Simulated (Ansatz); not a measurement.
Gas-phase electronic energies from Ansatz, PBE0-D4/def2-TZVP geometries. CCSD(T)/CBS is the MP2 limit (def2-TZVPP, def2-QZVPP) plus CCSD(T) − MP2 in def2-TZVPP, frozen cores. DFT in def2-TZVPP. B3LYP here is the variant with VWN-RPA as its local correlation; programs differ in this. Elements past krypton have def2 core potentials. For Ga, Sn outer-core shells are correlated without core-valence functions, which leaves a few kJ/mol of doubt a bond. Scalar relativity is left out up to krypton. One conformer a species, not always the lowest.

Reaction (substitution at a C–S bond): `C[S][Ga]([F])[F]` + `C[O][SnH]([OH])[Cl]` → `C[O][SnH]([Cl])[O]C` + `[F][Ga]([F])[SH]`

Task: Is it downhill or uphill in electronic energy at CCSD(T)/CBS, and by how much? (Best estimate.)

Result: Computed: Uphill: ΔE = +10.2 kcal/mol.

Task: What do these levels give: r2SCAN-D4, PBE0-D4, ωB97M-V, PBE, PBE0, B3LYP, MP2/def2-TZVPP, CCSD/def2-TZVPP, SCS-MP2/def2-QZVPP, HF/CBS(def2), MP2/CBS(def2), CCSD/CBS(def2)? (Best estimate.)

Result: The calculation gave: r2SCAN-D4 10.1, PBE0-D4 10.3, ωB97M-V 9.8, PBE 10.6, PBE0 10.5, B3LYP 9.4, MP2/def2-TZVPP 10.5, CCSD/def2-TZVPP 8.9, SCS-MP2/def2-QZVPP 10.2, HF/CBS(def2) 7.7, MP2/CBS(def2) 11.6, CCSD/CBS(def2) 10.0 kcal/mol.

Largest T1 diagnostic among the species: 0.014.

In def2-TZVPP, CCSD(T) changes the Hartree–Fock value by +1.3 kcal/mol (the triples alone add +0.2 kcal/mol) and MP2 by +2.8 kcal/mol.
